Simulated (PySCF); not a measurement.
```xyz
10

S     -2.1465    -0.8499    -1.7688
C     -1.1873    -0.1385    -0.6271
S     -1.7589     1.1709     0.4229
C      0.1845    -0.5499    -0.4211
C      1.0273    -0.0121     0.4947
S      2.6680    -0.5499     0.6955
H     -2.9984     1.1860    -0.1194
H      0.5201    -1.3572    -1.0763
H      0.7034     0.7952     1.1551
H      2.9878     0.3052     1.6930
```

Charge 0, multiplicity 1.

Give the Mulliken and meta-Löwdin atomic charges from PBE-D3(BJ)/def2-TZVP run with PySCF.


| atom | Mulliken (e) | meta-Löwdin (e) |
|---|---|---|
| S1 | -0.25 | -0.15 |
| C2 | 0.11 | -0.12 |
| S3 | -0.14 | 0.01 |
| C4 | -0.19 | -0.14 |
| C5 | -0.03 | -0.19 |
| S6 | -0.08 | 0.08 |
| H7 | 0.17 | 0.13 |
| H8 | 0.12 | 0.14 |
| H9 | 0.14 | 0.14 |
| H10 | 0.16 | 0.11 |
